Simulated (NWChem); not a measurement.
System: CH$_{6}$Ge; SMILES [GeH3][CH3]

NWChem input:

```
start job
memory heap 200 mb stack 900 mb global 1100 mb
geometry units angstroms noautosym nocenter noautoz
  Ge     0.000000     0.000000    -0.395316
  C      0.000000     0.000000     1.572153
  H     -1.226252    -0.784276    -0.936430
  H      1.292329    -0.669827    -0.936430
  H     -0.066077     1.454103    -0.936430
  H     -0.919278     0.483039     1.956167
  H      0.877963     0.554599     1.956167
  H      0.041315    -1.037638     1.956167
end
basis spherical
  Ge library aug-cc-pvdz
  C library aug-cc-pvdz
  H library aug-cc-pvdz
end
dft
  xc pbe0
  iterations 150
end
property
  response 1 0.0773
end
task dft property
```

Parts of the log:

```
             Northwest Computational Chemistry Package (NWChem) 7.3.0
             --------------------------------------------------------

                             Geometry "geometry" -> ""
                             -------------------------

 Output coordinates in angstroms (scale by  1.889725989 to convert to a.u.)

  No.       Tag          Charge          X              Y              Z
 ---- ---------------- ---------- -------------- -------------- --------------
    1 Ge                  32.0000     0.00000000     0.00000000    -0.39531600
    2 C                    6.0000     0.00000000     0.00000000     1.57215300
    3 H                    1.0000    -1.22625200    -0.78427600    -0.93643000
    4 H                    1.0000     1.29232900    -0.66982700    -0.93643000
    5 H                    1.0000    -0.06607700     1.45410300    -0.93643000
    6 H                    1.0000    -0.91927800     0.48303900     1.95616700
    7 H                    1.0000     0.87796300     0.55459900     1.95616700
    8 H                    1.0000     0.04131500    -1.03763800     1.95616700

 Effective nuclear repulsion energy (a.u.)     118.9331180893

                              NWChem Property Module
                              ----------------------

                                 NWChem DFT Module
                                 -----------------

 Summary of "ao basis" -> "ao basis" (spherical)
 ------------------------------------------------------------------------------
       Tag                 Description            Shells   Functions and Types
 ---------------- ------------------------------  ------  ---------------------
 Ge                       aug-cc-pvdz               14       36   6s5p3d
 C                        aug-cc-pvdz                9       23   4s3p2d
 H                        aug-cc-pvdz                5        9   3s2p

            General Information
            -------------------
          SCF calculation type: DFT
          Wavefunction type:  closed shell.
          No. of atoms     :     8
          No. of electrons :    44
           Alpha electrons :    22
            Beta electrons :    22
          Charge           :     0
          Spin multiplicity:     1
          Use of symmetry is: off; symmetry adaption is: off
          Maximum number of iterations: 150
          AO basis - number of functions:   113
                     number of shells:    53
          Convergence on energy requested:  1.00D-06
          Convergence on density requested:  1.00D-05
          Convergence on gradient requested:  5.00D-04

              XC Information
              --------------
                         PBE0 Method XC Functional
                     Hartree-Fock (Exact) Exchange  0.250
          PerdewBurkeErnzerhof Exchange Functional  0.750
            Perdew 1991 LDA Correlation Functional  1.000 local
           PerdewBurkeErnz. Correlation Functional  1.000 non-local

             Grid Information
             ----------------
          Grid used for XC integration:  medium
          Radial quadrature: Mura-Knowles
          Angular quadrature: Lebedev.
          Tag              B.-S. Rad. Rad. Pts. Rad. Cut. Ang. Pts.
          ---              ---------- --------- --------- ---------
          Ge                  1.25      112          14.0       590
          C                   0.70       49          13.0       434
          H                   0.35       45          15.0       434
          Grid pruning is: on
          Number of quadrature shells:   431
          Spatial weights used:  Erf1

      Superposition of Atomic Density Guess
      -------------------------------------

 Sum of atomic energies:       -2115.94134502

      Non-variational initial energy
      ------------------------------

 Total energy =   -2116.864343
 1-e energy   =   -3183.484223
 2-e energy   =     947.686762
 HOMO         =      -0.382977
 LUMO         =       0.017199

   convergence    iter        energy       DeltaE   RMS-Dens  Diis-err
 ---------------- ----- ----------------- --------- --------- ---------
 d= 0,ls=0.0,diis     1  -2118.3419961335 -2.24D+03  6.43D-03  1.65D-01
 d= 0,ls=0.0,diis     2  -2118.3585035512 -1.65D-02  1.58D-03  2.06D-02
 d= 0,ls=0.0,diis     3  -2118.3599469625 -1.44D-03  6.63D-04  1.18D-02
 d= 0,ls=0.0,diis     4  -2118.3615481357 -1.60D-03  9.44D-05  9.06D-05
 d= 0,ls=0.0,diis     5  -2118.3615608693 -1.27D-05  3.35D-05  1.31D-05
  Resetting Diis
 d= 0,ls=0.0,diis     6  -2118.3615627270 -1.86D-06  5.20D-06  1.67D-07
 d= 0,ls=0.0,diis     7  -2118.3615627467 -1.97D-08  7.96D-07  2.24D-09

         Total DFT energy =    -2118.361562746723
      One electron energy =    -3185.830861402848
           Coulomb energy =     1034.847585541713
    Exchange-Corr. energy =      -86.311404974932
 Nuclear repulsion energy =      118.933118089344

 Numeric. integr. density =       44.000005729881

                       DFT Final Molecular Orbital Analysis
                       ------------------------------------

 Vector   20  Occ=2.000000D+00  E=-3.368550D-01
              MO Center=  3.7D-01, -2.3D-01, -5.6D-01, r^2= 2.8D+00
   Bfn.  Coefficient  Atom+Function         Bfn.  Coefficient  Atom+Function
  ----- ------------  ---------------      ----- ------------  ---------------
    69      0.358311  4 H  s                 13      0.292921  1 Ge px
    16      0.245536  1 Ge px                60     -0.191496  3 H  s
    78     -0.166816  5 H  s                 88      0.155406  6 H  s
    14     -0.137350  1 Ge py                87      0.128892  6 H  s
    41     -0.119494  2 C  px                17     -0.115038  1 Ge py

 Vector   21  Occ=2.000000D+00  E=-3.368549D-01
              MO Center= -3.7D-01,  2.3D-01, -5.6D-01, r^2= 2.8D+00
   Bfn.  Coefficient  Atom+Function         Bfn.  Coefficient  Atom+Function
  ----- ------------  ---------------      ----- ------------  ---------------
    78      0.317432  5 H  s                 60     -0.303182  3 H  s
    14      0.292921  1 Ge py                17      0.245531  1 Ge py
   106      0.138156  8 H  s                 13      0.137350  1 Ge px
    97     -0.131017  7 H  s                 42     -0.119494  2 C  py
    16      0.115037  1 Ge px               105      0.114562  8 H  s

 Vector   22  Occ=2.000000D+00  E=-3.270750D-01
              MO Center=  8.1D-07, -1.4D-06,  6.4D-01, r^2= 2.6D+00
   Bfn.  Coefficient  Atom+Function         Bfn.  Coefficient  Atom+Function
  ----- ------------  ---------------      ----- ------------  ---------------
    43      0.418067  2 C  pz                15     -0.341947  1 Ge pz
    18     -0.216766  1 Ge pz                46      0.198282  2 C  pz
    39     -0.151604  2 C  s                 60      0.116287  3 H  s
    69      0.116288  4 H  s                 78      0.116286  5 H  s
     6     -0.115236  1 Ge s                 87      0.101649  6 H  s

 Vector   23  Occ=0.000000D+00  E=-5.143642D-03
              MO Center=  4.7D-07,  4.7D-06,  1.2D+00, r^2= 1.3D+01
   Bfn.  Coefficient  Atom+Function         Bfn.  Coefficient  Atom+Function
  ----- ------------  ---------------      ----- ------------  ---------------
     6      1.997544  1 Ge s                 40      0.733585  2 C  s
    62     -0.635992  3 H  s                 71     -0.635992  4 H  s
    80     -0.635984  5 H  s                 89     -0.532649  6 H  s
    98     -0.532648  7 H  s                107     -0.532650  8 H  s
    39      0.480711  2 C  s                 49      0.336423  2 C  pz

 Vector   24  Occ=0.000000D+00  E= 8.471356D-03
              MO Center=  1.3D-06,  2.6D-07, -1.2D+00, r^2= 1.5D+01
   Bfn.  Coefficient  Atom+Function         Bfn.  Coefficient  Atom+Function
  ----- ------------  ---------------      ----- ------------  ---------------
     6      3.081239  1 Ge s                 40     -1.631934  2 C  s
    62     -0.857794  3 H  s                 71     -0.857794  4 H  s
    80     -0.857794  5 H  s                 21      0.621445  1 Ge pz
    49      0.568695  2 C  pz                39     -0.383810  2 C  s
     5      0.336609  1 Ge s                 18      0.330024  1 Ge pz

 Vector   25  Occ=0.000000D+00  E= 2.715928D-02
              MO Center=  4.9D-01,  1.0D+00,  5.8D-01, r^2= 1.8D+01
   Bfn.  Coefficient  Atom+Function         Bfn.  Coefficient  Atom+Function
  ----- ------------  ---------------      ----- ------------  ---------------
    98      1.798822  7 H  s                 19      1.617288  1 Ge px
    89     -1.349395  6 H  s                 62      1.246855  3 H  s
    47     -0.984332  2 C  px                71     -0.938173  4 H  s
    20      0.473249  1 Ge py               107     -0.449424  8 H  s
    97      0.340903  7 H  s                 80     -0.308691  5 H  s

     Multipole analysis of the density
     ---------------------------------

     L   x y z        total         alpha         beta         nuclear
     -   - - -        -----         -----         ----         -------
     0   0 0 0      0.000000    -22.000000    -22.000000     44.000000

     1   1 0 0      0.000001      0.000000      0.000000     -0.000000
     1   0 1 0      0.000000      0.000000      0.000000      0.000000
     1   0 0 1      0.275401      0.286973      0.286973     -0.298545

[...]

 DFT Linear Response polarizability / au
 Frequency  =       0.0773000 / au
 Wavelength =     589.4353558 / nm
              X              Y              Z
 -----------------------------------------------
 X      46.9789586     -0.0000095     -0.0000098
 Y      -0.0000095     46.9789484     -0.0000005
 Z      -0.0000098     -0.0000005     56.2802177
 -----------------------------------------------
 Eigenvalues =      46.9789642     46.9789427     56.2802177
 Isotropic   =      50.0793749
 Anisotropic =       9.3012642
 -----------------------------------------------

 Magnetic Dipole Response Matrix (nonzero elements):
```

Level: PBE0/aug-cc-pVDZ. Coordinates come from a PBE-D3(BJ)/def2-SVP optimisation.
